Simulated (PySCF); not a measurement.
## C₆ coefficients of unlike pairs at PBE

Calculated with PySCF 2.14 from the dipole response of each species, C₆(A,B) = (3/π) ∫ α_A(iu) α_B(iu) du, in atomic units, from isotropic polarisabilities. For ions this is the dispersion term alone; charge-induced terms of lower order in 1/R come first.

```csv
species,configuration,basis,relativity,α (bohr³),C₆ (like pair)
Si³⁺,[Ne] 3s1 (2S),dyall-acv3z (19s12p6d4f),spin-free X2C,7.000,13.09
Zr²⁺,[Kr] 4d2 (3F),aug-cc-pwCVDZ-PP with ECP28MDF (6s6p5d3f),core potential,12.85,62.76
Br⁺,[Ar] 3d10 4s2 4p4 (3P),aug-cc-pwCVTZ-PP with ECP10MDF (8s7p6d4f1g),core potential,12.87,80.83
Rh³⁺,[Kr] 4d6 (5D),aug-cc-pVDZ-PP with ECP28MDF (5s5p4d2f),core potential,4.781,21.93
```

Task: Estimate C₆ for Br⁺ with Zr²⁺.

Result: The integral gives 70.90. The combination rule 2 C_A C_B / (C_A α_B/α_A + C_B α_A/α_B) gives 70.67 and the geometric mean 71.23.

No spin-orbit coupling is included.

The other pairs:

```
      pair     C₆
Rh³⁺, Si³⁺  14.32
 Rh³⁺, Br⁺  39.84
Zr²⁺, Si³⁺  27.70
 Br⁺, Si³⁺  31.28
Rh³⁺, Zr²⁺  35.26
```
